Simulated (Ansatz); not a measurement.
`O[SiH2]PS` and `O[SiH2]P[SiH3]` differ in one atom or group.

Ansatz, PBE0-D4/def2-TZVP geometries, multiplicity 1. Each molecule was computed in one conformer, which needn't be the lowest.

```
                                        property  `O[SiH2]PS`
  size of the dipole moment (PBE/def2-TZVPP) / D         0.99
               HOMO energy (PBE/def2-TZVPP) / eV        -6.00
size of the dipole moment (B3LYP/def2-TZVPP) / D         1.03
              HOMO energy (PBE0/def2-TZVPP) / eV        -7.14
              LUMO energy (PBE0/def2-TZVPP) / eV        -0.89
             HOMO–LUMO gap (PBE/def2-TZVPP) / eV         4.22
```

Q: Give the same properties after the change, and the shifts. (Estimate.)

A: Computed: 
```tsv
property	`O[SiH2]P[SiH3]`	shift
size of the dipole moment (PBE/def2-TZVPP) / D	1.51	0.52
HOMO energy (PBE/def2-TZVPP) / eV	-6.33	-0.33
size of the dipole moment (B3LYP/def2-TZVPP) / D	1.52	0.49
HOMO energy (PBE0/def2-TZVPP) / eV	-7.44	-0.30
LUMO energy (PBE0/def2-TZVPP) / eV	-0.28	0.61
HOMO–LUMO gap (PBE/def2-TZVPP) / eV	5.20	0.98
```

With PBE0 the HOMO falls by 0.30 eV and the LUMO rises by 0.61 eV, so the gap widens by about 0.91 eV. PBE moves the HOMO by -0.33 eV and ωB97M-V by -0.29 eV. Dipoles are sizes alone; their direction can turn.

B3LYP here is the variant with VWN-RPA as its local correlation; programs differ in this.
